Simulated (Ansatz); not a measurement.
The cluster Mo₂O₆. Charge 0, multiplicity 1. Geometry r2SCAN-D4/def2-SVP.

```
atom   x (Å)   y (Å)   z (Å)
 Mo1   0.015  -0.055   0.896
 Mo2   0.186   0.507  -1.709
  O3  -1.085   0.876  -0.377
  O4  -0.291  -1.675   1.810
  O5   0.720   1.133   1.832
  O6   0.346  -1.134  -2.158
  O7   1.637   1.394  -1.752
  O8  -1.528  -1.046   1.458
```

In the def2 sets Mo takes a core potential; there is no spin–orbit coupling. The structure holds one bond between oxygen atoms, so isomers without such links may lie far lower. The restricted singlet is unstable towards broken spin symmetry in Hartree–Fock (as tested in another run); at PBE-D4/def2-TZVP, r2SCAN-D4/def2-TZVP, PBE0-D4/def2-TZVP, r2SCAN0-D4/def2-TZVP and others this wasn't settled. Another isomer (singlet) lies 5.12 eV lower at PBE0-D4/def2-TZVP; other spin states weren't run for this one.

Question: Estimate the orbital energies around the gap (eV) in Ansatz with PBE-D4/def2-TZVP, r2SCAN-D4/def2-TZVP, PBE0-D4/def2-TZVP, r2SCAN0-D4/def2-TZVP, ωB97X-V/def2-TZVP.

Answer: 
| orbital | PBE-D4/def2-TZVP | r2SCAN-D4/def2-TZVP | PBE0-D4/def2-TZVP | r2SCAN0-D4/def2-TZVP | ωB97X-V/def2-TZVP |
| --- | --- | --- | --- | --- | --- |
| HOMO−9 | -10.27 | -10.69 | -12.05 | -12.35 | -14.59 |
| HOMO−8 | -10.00 | -10.41 | -11.71 | -12.00 | -14.23 |
| HOMO−7 | -9.55 | -9.94 | -11.24 | -11.53 | -13.74 |
| HOMO−6 | -9.16 | -9.49 | -10.67 | -10.92 | -13.10 |
| HOMO−5 | -8.91 | -9.31 | -10.55 | -10.84 | -13.03 |
| HOMO−4 | -8.67 | -9.03 | -10.26 | -10.53 | -12.66 |
| HOMO−3 | -8.41 | -8.79 | -10.02 | -10.28 | -12.38 |
| HOMO−2 | -7.80 | -8.19 | -9.47 | -9.76 | -11.88 |
| HOMO−1 | -7.17 | -7.44 | -8.66 | -8.89 | -11.06 |
| HOMO | -6.77 | -7.07 | -8.08 | -8.31 | -10.27 |
| LUMO | -5.36 | -5.36 | -4.72 | -4.72 | -2.62 |
| LUMO+1 | -4.70 | -4.68 | -4.11 | -4.11 | -2.17 |
| LUMO+2 | -3.68 | -3.68 | -2.97 | -2.99 | -0.86 |
| LUMO+3 | -3.34 | -3.37 | -2.76 | -2.78 | -0.61 |
| LUMO+4 | -3.08 | -3.03 | -2.31 | -2.30 | -0.14 |
| LUMO+5 | -2.62 | -2.55 | -1.81 | -1.78 | 0.39 |
